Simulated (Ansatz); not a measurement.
Start from `F[B]1[CH2][GeH2]1` and change one atom or group to get `[BH]1[CH2][GeH2]1`.

Ansatz, PBE0-D4/def2-TZVP geometries, multiplicity 1. 

Scalar relativity is left out up to krypton.

```tsv
property	`F[B]1[CH2][GeH2]1`
HOMO–LUMO gap (PBE0/def2-TZVPP) / eV	5.63
HOMO–LUMO gap (ωB97M-V/def2-TZVPP) / eV	9.59
size of the dipole moment (ωB97M-V/def2-TZVPP) / D	1.29
HOMO–LUMO gap (PBE/def2-TZVPP) / eV	3.73
LUMO energy (PBE/def2-TZVPP) / eV	-2.12
size of the dipole moment (PBE/def2-TZVPP) / D	1.21
```

(1) What does the change do to each property? (Best estimate.)

## Answers

(1) Computed: 
| property | `[BH]1[CH2][GeH2]1` | shift |
| --- | --- | --- |
| HOMO–LUMO gap (PBE0/def2-TZVPP) / eV | 5.43 | -0.20 |
| HOMO–LUMO gap (ωB97M-V/def2-TZVPP) / eV | 9.33 | -0.26 |
| size of the dipole moment (ωB97M-V/def2-TZVPP) / D | 0.98 | -0.31 |
| HOMO–LUMO gap (PBE/def2-TZVPP) / eV | 3.67 | -0.06 |
| LUMO energy (PBE/def2-TZVPP) / eV | -2.25 | -0.13 |
| size of the dipole moment (PBE/def2-TZVPP) / D | 0.91 | -0.30 |

Dipoles are sizes alone; their direction can turn.
